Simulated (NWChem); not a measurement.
System: C4H4OS; SMILES c1(cscc1)O

Input file for NWChem:

```
start job
memory heap 200 mb stack 900 mb global 1100 mb
geometry units angstroms noautosym nocenter noautoz
  O      0.341350     2.335426     0.000000
  C      0.086375     1.009975     0.000000
  C     -1.216684     0.423301     0.000000
  C     -1.169364    -0.945326     0.000000
  S      0.441618    -1.524990     0.000000
  C      1.086457     0.067793     0.000000
  H     -0.491176     2.817147     0.000000
  H     -2.145687     0.997917     0.000000
  H     -2.006165    -1.642173     0.000000
  H      2.159184     0.248259     0.000000
end
basis spherical
  * library def2-svp
end
dft
  xc pbe0
  iterations 150
end
cosmo
  dielec 37.5
end
task dft energy
```

Output (shortened):

```
             Northwest Computational Chemistry Package (NWChem) 7.3.0
             --------------------------------------------------------

                             Geometry "geometry" -> ""
                             -------------------------

 Output coordinates in angstroms (scale by  1.889725989 to convert to a.u.)

  No.       Tag          Charge          X              Y              Z
 ---- ---------------- ---------- -------------- -------------- --------------
    1 O                    8.0000     0.34135000     2.33542600     0.00000000
    2 C                    6.0000     0.08637500     1.00997500     0.00000000
    3 C                    6.0000    -1.21668400     0.42330100     0.00000000
    4 C                    6.0000    -1.16936400    -0.94532600     0.00000000
    5 S                   16.0000     0.44161800    -1.52499000     0.00000000
    6 C                    6.0000     1.08645700     0.06779300     0.00000000
    7 H                    1.0000    -0.49117600     2.81714700     0.00000000
    8 H                    1.0000    -2.14568700     0.99791700     0.00000000
    9 H                    1.0000    -2.00616500    -1.64217300     0.00000000
   10 H                    1.0000     2.15918400     0.24825900     0.00000000

 Effective nuclear repulsion energy (a.u.)     272.7319264243

                                 NWChem DFT Module
                                 -----------------

 Summary of "ao basis" -> "ao basis" (spherical)
 ------------------------------------------------------------------------------
       Tag                 Description            Shells   Functions and Types
 ---------------- ------------------------------  ------  ---------------------
 O                          def2-svp                 6       14   3s2p1d
 C                          def2-svp                 6       14   3s2p1d
 S                          def2-svp                 8       18   4s3p1d
 H                          def2-svp                 3        5   2s1p

 in cosmo_initialize ...

 solvent parameters
 solvname_short: unkn
 solvname_long:  unknown
 dielec:       37.5000

          ---------------
          -cosmo- solvent
          ---------------
 Cosmo: York-Karplus, doi: 10.1021/jp992097l
 dielectric constant -eps-     =  37.50
 screen = (eps-1)/(eps    )    =   0.97333
 surface charge correction     = lagrangian

   van der Waals surface
 --------------------------

[...]

                                   COSMO solvation results
                                   -----------------------

                 gas phase energy =      -627.533520573734
                 sol phase energy =      -627.544729455232
 (electrostatic) solvation energy =         0.011208881498 (    7.03 kcal/mol)

                       DFT Final Molecular Orbital Analysis
                       ------------------------------------

 Vector   24  Occ=2.000000D+00  E=-3.631555D-01
              MO Center=  2.0D-01, -9.7D-01, -1.3D-08, r^2= 3.3D+00
   Bfn.  Coefficient  Atom+Function         Bfn.  Coefficient  Atom+Function
  ----- ------------  ---------------      ----- ------------  ---------------
    68      0.366790   5 S  py               65      0.326732   5 S  py
    60     -0.267002   5 S  s                79     -0.222220   6 C  py
    33      0.209748   3 C  py               47     -0.201831   4 C  py
    59     -0.197043   5 S  s                62      0.183087   5 S  py
    67     -0.174802   5 S  px               46      0.154770   4 C  px

 Vector   25  Occ=2.000000D+00  E=-2.639693D-01
              MO Center= -3.7D-01, -3.7D-01, -2.8D-10, r^2= 2.9D+00
   Bfn.  Coefficient  Atom+Function         Bfn.  Coefficient  Atom+Function
  ----- ------------  ---------------      ----- ------------  ---------------
    34      0.370545   3 C  pz               69     -0.367249   5 S  pz
    37      0.271282   3 C  pz               48      0.261028   4 C  pz
    66     -0.255811   5 S  pz               80     -0.215924   6 C  pz
    51      0.190528   4 C  pz               83     -0.185948   6 C  pz
    63     -0.143694   5 S  pz                6     -0.082739   1 O  pz

 Vector   26  Occ=2.000000D+00  E=-2.329461D-01
              MO Center=  2.8D-01,  2.6D-01, -6.2D-09, r^2= 3.3D+00
   Bfn.  Coefficient  Atom+Function         Bfn.  Coefficient  Atom+Function
  ----- ------------  ---------------      ----- ------------  ---------------
    80      0.340207   6 C  pz                6     -0.308287   1 O  pz
    20      0.295061   2 C  pz               69     -0.294252   5 S  pz
    83      0.291837   6 C  pz                9     -0.262602   1 O  pz
    48     -0.220801   4 C  pz               51     -0.199378   4 C  pz
    66     -0.194148   5 S  pz               23      0.166204   2 C  pz

 Vector   27  Occ=0.000000D+00  E=-1.091033D-02
              MO Center= -2.7D-01, -4.5D-01,  7.5D-09, r^2= 3.3D+00
   Bfn.  Coefficient  Atom+Function         Bfn.  Coefficient  Atom+Function
  ----- ------------  ---------------      ----- ------------  ---------------
    51      0.538593   4 C  pz               69     -0.495894   5 S  pz
    83      0.416687   6 C  pz               48      0.389401   4 C  pz
    37     -0.369858   3 C  pz               80      0.309861   6 C  pz
    34     -0.253553   3 C  pz               66     -0.211453   5 S  pz
    23     -0.192756   2 C  pz               20     -0.174546   2 C  pz

 Vector   28  Occ=0.000000D+00  E= 4.977201D-02
              MO Center=  8.6D-02, -4.2D-01,  8.2D-10, r^2= 5.5D+00
   Bfn.  Coefficient  Atom+Function         Bfn.  Coefficient  Atom+Function
  ----- ------------  ---------------      ----- ------------  ---------------
    45      1.011734   4 C  s                77     -1.010789   6 C  s
    67      0.850459   5 S  px               90      0.500915   7 H  s
    68      0.443113   5 S  py                3     -0.376939   1 O  s
    21      0.358191   2 C  px               31     -0.318895   3 C  s
    36      0.303683   3 C  py               95      0.269546   8 H  s

[...]
```

Level: PBE0/def2-SVP, COSMO on the gas-phase geometry. The geometry was optimised at PBE0/def2-SVP. COSMO prints the solvation energy as gas minus solution, so a positive value is a stabilisation.
